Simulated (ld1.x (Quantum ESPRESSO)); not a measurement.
Reading a pseudo-wave (N (Z = 7))

Columns: radius, all-electron u(r) and pseudo u(r) of the 2p shell (level -10.29 eV) of nitrogen in the configuration [He] 2s2 2p2.75; LDA (PZ), scalar-relativistic, TM scheme, ld1.x (Quantum ESPRESSO) 7.5.

```
r (bohr)  all-electron  pseudo
   0.065        0.0357  0.0168
   0.130        0.1159  0.0654
   0.195        0.2138  0.1412
   0.260        0.3146  0.2368
   0.325        0.4101  0.3431
   0.390        0.4960  0.4504
   0.455        0.5705  0.5499
   0.520        0.6331  0.6351
   0.585        0.6841  0.7021
   0.650        0.7241  0.7502
   0.715        0.7542  0.7812
   0.780        0.7754  0.7982
   0.845        0.7888  0.8050
   0.910        0.7954  0.8051
   0.975        0.7962  0.8009
   1.040        0.7922  0.7939
   1.105        0.7841  0.7845
   1.170        0.7727  0.7727
   1.235        0.7586  0.7586
   1.300        0.7423  0.7423
   1.365        0.7244  0.7244
   1.430        0.7051  0.7051
   1.495        0.6849  0.6849
   1.560        0.6640  0.6640
   1.625        0.6426  0.6426
   1.690        0.6210  0.6210
```

Task: How many radial nodes do the two functions have?

Result: The all-electron 2p function has n − l − 1 = 0; the pseudo-wave has 0.

Task: At about which radius was the pseudo-wave matched?

Result: 1.25 bohr. The columns agree to 0.0005 from 1.10 bohr on; several derivatives are matched, so the curves merge somewhat inside the radius.

Task: Where does each function peak?

Result: Outermost all-electron maximum near 0.97 bohr, pseudo maximum near 0.91 bohr (to the table’s step).

Task: Is the pseudo-wave norm-conserving?

Result: Yes: the TM scheme keeps the norm inside the radius equal to the all-electron one, which fixes the energy derivative of the logarithmic derivative at the level.
